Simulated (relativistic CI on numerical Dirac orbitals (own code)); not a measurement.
## Ions with 42 electrons, Mo to Pm¹⁹⁺

These numbers are calculated, not measured: Dirac-Coulomb-Breit CI, separate exchange-only KLI orbitals for each configuration, model QED, unscaled Slater integrals (own radial code, finite nucleus).

Configuration list (outside the closed core [Ar] 3d10): 4s2.4p6.4d6, 4s2.4p6.4d5.5s, 4s2.4p5.4d7, 4s.4p6.4d7, 4s2.4p6.4d5.5p, 4s2.4p6.4d4.5s2, 4s2.4p6.4d3.5s2.5p. Double excitations out of closed p, d and f shells are left out; levels of such configurations are missing from the list, as are those of other unlisted configurations, and high levels can miss mixing partners.

Energies above each ion's lowest level, in cm⁻¹. Levels are followed by their leading LS label, which can pass from one level to another where the coupling changes.

| Ion | 4s2.4p6.4d6 5D_4 | 4s2.4p6.4d6 5D_3 | 4s2.4p6.4d6 5D_2 | 4s2.4p6.4d6 5D_1 | 4s2.4p6.4d6 5D_0 | 4s2.4p6.4d6 3H_6 | 4s2.4p6.4d6 3H_4 |
| --- | --- | --- | --- | --- | --- | --- | --- |
| Mo |  |  |  |  |  |  |  |
| Tc⁺ | 10210.2 | 10847.4 | 11251.7 | 11508.5 | 11632.8 | 25806.6 | 26636.5 |
| Ru²⁺ | 0.0 | 1058.0 | 1705.2 | 2119.5 | 2319.2 | 17630.6 | 17789.8 |
| Rh³⁺ | 0.0 | 1489.8 | 2357.2 | 2923.8 | 3194.9 | 19827.5 | 19923.6 |
| Pd⁴⁺ | 0.0 | 1987.6 | 3078.4 | 3816.9 | 4165.4 | 21957.1 | 21821.4 |
| Ag⁵⁺ | 0.0 | 2565.0 | 3876.4 | 4815.1 | 5248.4 | 24029.8 | 23526.9 |
| Cd⁶⁺ | 0.0 | 3233.3 | 4750.6 | 5928.8 | 6453.8 | 26073.6 | 25083.2 |
| In⁷⁺ | 0.0 | 4004.2 | 5695.6 | 7167.1 | 7789.6 | 28114.8 | 26526.2 |
| Sn⁸⁺ | 0.0 | 4890.8 | 6701.2 | 8539.9 | 9263.0 | 30177.6 | 27887.6 |
| Sb⁹⁺ | 0.0 | 5907.1 | 7752.7 | 10057.7 | 10879.9 | 32284.6 | 29196.7 |
| Te¹⁰⁺ | 0.0 | 7068.7 | 8830.2 | 11732.7 | 12645.0 | 34458.5 | 30483.0 |
| I¹¹⁺ | 0.0 | 8393.1 | 9910.8 | 13578.2 | 14561.4 | 36722.4 | 31777.0 |
| Xe¹²⁺ | 0.0 | 9898.8 | 10970.0 | 15609.6 | 16630.0 | 39100.5 | 33111.4 |
| Cs¹³⁺ | 0.0 | 11606.5 | 11984.8 | 17844.1 | 18849.1 | 41618.2 | 34521.3 |
| Ba¹⁴⁺ | 0.0 | 13538.0 | 12937.0 | 20300.7 | 21214.3 | 44302.6 | 36044.0 |
| La¹⁵⁺ | 0.0 | 15716.5 | 13814.9 | 23000.1 | 23717.7 | 47181.4 | 37718.9 |
| Ce¹⁶⁺ | 0.0 | 18166.0 | 14614.1 | 25964.4 | 26348.5 | 50283.7 | 39586.6 |
| Pr¹⁷⁺ | 0.0 | 20911.0 | 15337.1 | 29216.8 | 29092.7 | 53638.8 | 41688.2 |
| Nd¹⁸⁺ | 0.0 | 23976.4 | 15991.7 | 32780.9 | 31934.4 | 57275.8 | 44064.5 |
| Pm¹⁹⁺ | 0.0 | 27386.2 | 16588.6 | 36680.2 | 34856.1 | 61223.6 | 46754.5 |

In the calculation the lowest level changes from 4s2.4p6.4d5.5s 7S_3 to 4s2.4p6.4d6 5D_4 at Ru²⁺.

Between Z = 58 and 61 the energy of 4s2.4p6.4d6 5D_3 follows a local power law Z^8.1. For orientation: electrostatic splittings inside a shell grow about linearly with the screened charge, excitations that change n as its square, and fine structure as its fourth power; written in Z itself the exponents are larger, since the screened charge grows faster in proportion.

The members near neutrality are the least accurate: they can be off by several eV, miss lower levels of configurations outside the list, or start from a wrong lowest level.
